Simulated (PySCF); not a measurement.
H6O2Si2Te. Atoms are numbered in the order given.

```xyz
11

Te     0.4935    -0.0640     0.8866
O      0.5375    -1.5101    -0.5085
Si    -0.8029    -2.0271    -1.4142
H     -2.0838    -1.8242    -0.6474
H     -0.5879    -3.4874    -1.6934
H     -0.8820    -1.2798    -2.7163
O      0.4575     1.5724    -0.2983
Si    -1.0321     2.1886    -0.8398
H     -1.7712     1.1719    -1.6693
H     -0.6961     3.3852    -1.6817
H     -1.9085     2.6015     0.3128
```
Charge 0, spin multiplicity 1.

Coordinates come from a PBE-D3(BJ)/def2-SVP optimisation. This is a generated structure with no PubChem entry under its InChIKey; it may be hypothetical. The def2 effective core potentials stand for the cores of Te; spin–orbit coupling is left out. One conformer was computed; it need not be the lowest.

Method: PBE-D3(BJ)/def2-SVP run with PySCF.

Frequencies are harmonic and unscaled.

Computed normal modes with their intensities:
```
mode  ν (cm⁻¹)  IR (km/mol)  moving atoms (share of kinetic energy)
----  --------  -----------  --------------------------------------
1           42          0.4                 H 54 %, O 28 %, Si 16 %
2           59          1.0                 Si 52 %, O 21 %, H 20 %
3           95          1.0                 H 57 %, O 27 %, Si 14 %
4          112          0.2                         H 76 %, Si 17 %
5          135          0.2        Si 40 %, H 26 %, O 23 %, Te 11 %
6          154          2.2        Si 37 %, O 33 %, H 17 %, Te 13 %
7          202          7.0                 O 77 %, Te 11 %, H 10 %
8          467         28.0        O 55 %, Si 16 %, Te 15 %, H 14 %
9          482         18.7        O 60 %, Si 14 %, H 13 %, Te 13 %
10         676         34.5                          H 85 %, Si 9 %
11         687         52.7                   H 83 %, Si 9 %, O 8 %
12         690         45.0                 H 76 %, O 14 %, Si 10 %
13         697         30.3                  H 79 %, O 12 %, Si 9 %
14         817        370.4                         O 66 %, Si 31 %
15         873        202.0                         O 72 %, Si 21 %
16         896         89.5                                  H 95 %
17         901         71.8                                  H 94 %
18         908         87.3                                  H 95 %
19         918         56.4                                  H 96 %
20         940         64.0                                  H 91 %
21         957        357.9                         H 90 %, Si 10 %
22        2151          9.8                                  H 98 %
23        2156        117.1                                  H 98 %
24        2159        119.2                                  H 96 %
25        2171        127.8                                  H 97 %
26        2180        140.7                                  H 96 %
27        2187        103.5                                  H 96 %
```
